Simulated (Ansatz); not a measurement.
C4H8Si (`CCC1=C[SiH2]1`), relaxed with RKS PBE-D4/def2-SVP in Ansatz from a rough embedded geometry. The force threshold is 0.03 eV/Å; the program also tests the step.

Total charge 0; spin multiplicity 1.

Start:

```xyz
13

C    -0.286    1.644   -0.845
C    -0.905    0.487   -0.202
C     0.100   -0.454    0.222
C     1.321   -0.804    0.382
Si    0.305   -2.020    1.042
H    -1.089    2.413   -1.181
H     0.364    2.227   -0.170
H     0.259    1.420   -1.725
H    -1.642   -0.002   -0.920
H    -1.522    0.809    0.647
H     2.310   -0.419    0.047
H     0.306   -3.275    0.228
H     0.479   -2.026    2.475
```

Q: By how much does the energy fall, and how many steps does the optimiser take? (An estimate is asked.)

A: Computed: 0.95 eV, in 6 steps.

Q: Which bonds change most? (Best estimate.)

A: The calculation gave: C4–Si5 from 1.716 to 1.835 Å; C3–C4 from 1.280 to 1.349 Å; C1–C2 from 1.462 to 1.531 Å; C3–Si5 from 1.779 to 1.845 Å.

Q: Give the relaxed structure. (Best estimate.)

A: Computed: 
```xyz
13

C    -0.279    1.729   -0.880
C    -0.942    0.519   -0.217
C     0.018   -0.517    0.265
C     1.350   -0.724    0.285
Si    0.454   -2.114    1.079
H    -1.034    2.464   -1.222
H     0.405    2.246   -0.176
H     0.322    1.423   -1.761
H    -1.658    0.028   -0.914
H    -1.572    0.835    0.645
H     2.249   -0.186   -0.057
H     0.269   -3.430    0.380
H     0.416   -2.273    2.572
```
